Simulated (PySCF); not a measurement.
## Deuteron quadrupole couplings in `C[C@H]1C[C@H]([Si@@H]([SiH3])[SiH2][SiH3])C1`

Species: C5H18Si4.
Structure used (PBE0-D3(BJ)/def2-SVP), in Å, numbered top down from 1:
```
atom  x, y, z in Å
C1     3.554   -0.317    0.304
C2     2.072   -0.482    0.057
C3     1.093    0.554    0.648
C4     0.280    0.496   -0.670
Si5   -1.287   -0.566   -0.586
Si6   -0.870   -2.747    0.175
Si7   -2.799    0.464    0.886
Si8   -3.011    2.725    0.302
C9     1.505   -0.169   -1.344
H10    3.893    0.690    0.008
H11    3.801   -0.454    1.369
H12    4.141   -1.050   -0.272
H13    1.761   -1.497    0.362
H14    1.578    1.535    0.778
H15    0.585    0.297    1.592
H16   -0.017    1.473   -1.086
H17   -1.916   -0.645   -1.946
H18    0.105   -3.471   -0.701
H19   -2.149   -3.525    0.203
H20   -0.317   -2.708    1.566
H21   -4.138   -0.206    0.850
H22   -2.280    0.370    2.289
H23   -1.662    3.373    0.328
H24   -3.913    3.468    1.236
H25   -3.558    2.836   -1.086
H26    1.336   -1.015   -2.030
H27    2.126    0.576   -1.869
```

Level: PBE0/pcSseg-1 (PySCF, non-relativistic); Q(2H) = 0.00286 b; rigid geometry, the same for H and D, with no vibrational averaging.

Problem. Rank these positions by the coupling χzz of a deuteron there, largest first.
A. H11 (methyl hydrogen)
B. H20 (Si–H hydrogen)
C. H13 (methine hydrogen)

Solution. A (196 kHz), C (190 kHz), B (95 kHz).

Problem. What are Vzz, η and χzz (234.96 MHz × Q × Vzz) at all hydrogens?

Solution. 
```json
{"atom": "H10", "bonded to": "C1", "bond length (Å)": "1.102", "Vzz (au)": "0.2890", "η": "0.02", "χzz (kHz)": "194"}
{"atom": "H11", "bonded to": "C1", "bond length (Å)": "1.102", "Vzz (au)": "0.2912", "η": "0.02", "χzz (kHz)": "196"}
{"atom": "H12", "bonded to": "C1", "bond length (Å)": "1.101", "Vzz (au)": "0.2916", "η": "0.02", "χzz (kHz)": "196"}
{"atom": "H13", "bonded to": "C2", "bond length (Å)": "1.104", "Vzz (au)": "0.2829", "η": "0.05", "χzz (kHz)": "190"}
{"atom": "H14", "bonded to": "C3", "bond length (Å)": "1.102", "Vzz (au)": "0.2883", "η": "0.01", "χzz (kHz)": "194"}
{"atom": "H15", "bonded to": "C3", "bond length (Å)": "1.103", "Vzz (au)": "0.2882", "η": "0.02", "χzz (kHz)": "194"}
{"atom": "H16", "bonded to": "C4", "bond length (Å)": "1.103", "Vzz (au)": "0.2907", "η": "0.01", "χzz (kHz)": "195"}
{"atom": "H17", "bonded to": "Si5", "bond length (Å)": "1.500", "Vzz (au)": "0.1410", "η": "0.02", "χzz (kHz)": "95"}
{"atom": "H18", "bonded to": "Si6", "bond length (Å)": "1.498", "Vzz (au)": "0.1412", "η": "0.01", "χzz (kHz)": "95"}
{"atom": "H19", "bonded to": "Si6", "bond length (Å)": "1.496", "Vzz (au)": "0.1414", "η": "0.01", "χzz (kHz)": "95"}
{"atom": "H20", "bonded to": "Si6", "bond length (Å)": "1.497", "Vzz (au)": "0.1412", "η": "0.01", "χzz (kHz)": "95"}
{"atom": "H21", "bonded to": "Si7", "bond length (Å)": "1.498", "Vzz (au)": "0.1423", "η": "0.01", "χzz (kHz)": "96"}
{"atom": "H22", "bonded to": "Si7", "bond length (Å)": "1.499", "Vzz (au)": "0.1413", "η": "0.01", "χzz (kHz)": "95"}
{"atom": "H23", "bonded to": "Si8", "bond length (Å)": "1.497", "Vzz (au)": "0.1408", "η": "0.01", "χzz (kHz)": "95"}
{"atom": "H24", "bonded to": "Si8", "bond length (Å)": "1.496", "Vzz (au)": "0.1415", "η": "0.01", "χzz (kHz)": "95"}
{"atom": "H25", "bonded to": "Si8", "bond length (Å)": "1.496", "Vzz (au)": "0.1410", "η": "0.01", "χzz (kHz)": "95"}
{"atom": "H26", "bonded to": "C9", "bond length (Å)": "1.102", "Vzz (au)": "0.2893", "η": "0.02", "χzz (kHz)": "194"}
{"atom": "H27", "bonded to": "C9", "bond length (Å)": "1.102", "Vzz (au)": "0.2878", "η": "0.01", "χzz (kHz)": "193"}
```

Problem. Average by the element that carries the hydrogen.

Solution. on C: 194 kHz over 9 positions, mean bond length 1.102 Å; on Si: 95 kHz over 9 positions, mean bond length 1.497 Å.

Problem. A static deuteron (I = 1) shows a doublet split by (3/2)χ, (3/4)χ(1 + η) and (3/4)χ(1 − η) with the field along z, y and x of the gradient. What are these for H19?

Solution. With |χ| = 95.0 kHz and η = 0.010: 143, 72 and 71 kHz, to first order and without motion.

The structure is a single PBE0-D3(BJ)/def2-SVP conformer in the gas phase; no vibrational or solvent corrections. With a basis this small, the couplings can be 20 % off.
